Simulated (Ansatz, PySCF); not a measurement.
Energy difference R1 + R2 → P1, each structure at its B3LYP-D3(BJ)/def2-TZVP stationary point, reached from a drawn start (curvature not checked).
P1: CH4O2 (SMILES OCO), charge 0, multiplicity 1.
R1: CH2O (SMILES C=O), charge 0, multiplicity 1.
R2, H2O (SMILES O) (charge 0, multiplicity 1):
```xyz
3

O      0.000     0.000     0.390
H      0.000     0.765    -0.195
H      0.000    -0.765    -0.195
```

P less R. No zero-point or thermal terms.

Run with Ansatz (a program for electronic structure); PySCF for the D3/D4 terms. All values are computed, each at the level named.

Question: One of these levels gives -11.99 kcal/mol for the reaction energy. Name it.
A) PBE0-D4/def2-TZVPPD
B) B3LYP-D4/def2-TZVPPD
C) PBE/def2-TZVPPD
D) B3LYP/def2-TZVPPD

Answer: D, B3LYP/def2-TZVPPD. The others give -14.90 (PBE/def2-TZVPPD), -13.31 (B3LYP-D4/def2-TZVPPD), -18.08 (PBE0-D4/def2-TZVPPD)
